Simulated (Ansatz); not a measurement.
C4H3F5 (`C/C(F)=C(\F)C(F)(F)F`), relaxed with RKS PBE0-D4/def2-TZVP in Ansatz 0.2.0 from a PBE-D4/def2-SVP geometry. The force threshold is 0.005 eV/Å; the program also tests the step.

Charge 0, multiplicity 1.

Start:

```xyz
12

C     1.361    1.360   -0.529
C     0.082    0.708   -0.142
F    -0.969    1.542   -0.063
C    -0.073   -0.609    0.122
F     0.996   -1.429    0.040
C    -1.321   -1.355    0.519
F    -1.150   -1.956    1.721
F    -1.592   -2.334   -0.377
F    -2.393   -0.549    0.600
H     1.623    2.153    0.203
H     1.256    1.848   -1.521
H     2.181    0.622   -0.573
```

| step | energy (eV) | largest force (eV/Å) | largest move (Å) |
| --- | --- | --- | --- |
| 1 | -17770.5271 | 0.827 | 0.000 |
| 2 | -17770.5846 | 0.320 | 0.023 |
| 3 | -17770.5911 | 0.027 | 0.010 |
| 4 | -17770.5912 | 0.010 | 0.002 |
| 5 | -17770.5912 | 0.003 | 0.001 |

End:

```xyz
12

C     1.354    1.350   -0.526
C     0.087    0.696   -0.141
F    -0.950    1.528   -0.067
C    -0.074   -0.597    0.120
F     0.981   -1.418    0.041
C    -1.312   -1.342    0.516
F    -1.141   -1.937    1.702
F    -1.578   -2.309   -0.371
F    -2.377   -0.555    0.599
H     1.603    2.128    0.200
H     1.241    1.827   -1.502
H     2.167    0.629   -0.571
```

It took 22 s on 2 threads of an AMD EPYC 7R13 on a shared host and a share of an NVIDIA H100 80 GB, with 0.93 GiB of host memory at the peak.
